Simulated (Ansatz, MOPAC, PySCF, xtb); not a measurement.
Noncovalent pair: GeH4 (SMILES [GeH4]) (first 5 atoms) with CH6Si (SMILES C[SiH3]); geometry from B3LYP-D3(BJ)/def2-TZVP.
(charge 0, multiplicity 1):
```xyz
13

Ge     0.1870    -0.1501     0.2054
H      0.7029    -1.1953     1.2046
H      0.8688    -0.3583    -1.1547
H      0.4969     1.2577     0.7319
H     -1.3327    -0.3117     0.0450
C     -1.2805     0.3308     3.9096
Si     0.4707    -0.0694     4.4523
H     -1.4430     1.4097     3.8847
H     -2.0057    -0.1043     4.5997
H     -1.4884    -0.0651     2.9145
H      1.4607     0.5862     3.5652
H      0.7077    -1.5328     4.4161
H      0.7007     0.4073     5.8383
```

Interaction energies are E(AB) − E(A) − E(B) at the monomers' geometry in the complex; basis-set methods are counterpoise corrected. Rows marked so take none.

Rows in 3-21G, 6-31G*, STO-3G carry no dispersion term and start afresh at each structure (6-31G* with six Cartesian d functions); the Pople sets are all-electron and without relativity. The state reached by PM6 isn't checked.

Programs: Ansatz (a first-principles code) with Gaussian orbitals; MOPAC for PM6 (differences of heats of formation); PySCF for 3-21G rows, 6-31G* rows, STO-3G rows, the dispersion terms; xtb for the GFN methods. Each number belongs to the level named beside it.

```json
[
 {"level": "PM6", "interaction energy (meV)": "2765.2"},
 {"level": "GFN1-xTB", "interaction energy (meV)": "-195.9"},
 {"level": "HF/STO-3G (no counterpoise)", "interaction energy (meV)": "37.0"},
 {"level": "r2SCAN-D3(BJ)/def2-TZVPPD", "interaction energy (meV)": "-44.4"},
 {"level": "B3LYP/3-21G (no counterpoise)", "interaction energy (meV)": "-25.2"},
 {"level": "B3LYP/6-31G*", "interaction energy (meV)": "47.8"},
 {"level": "B3LYP-D3(BJ)/def2-TZVPPD", "interaction energy (meV)": "-63.0"},
 {"level": "B3LYP-D4/def2-TZVPPD", "interaction energy (meV)": "-55.3"},
 {"level": "M06-2X/6-31G* (no counterpoise)", "interaction energy (meV)": "(withheld)"}
]
```

Q: Fill in the missing entries.

A: 
- M06-2X/6-31G* (no counterpoise), interaction energy (meV): -58.3
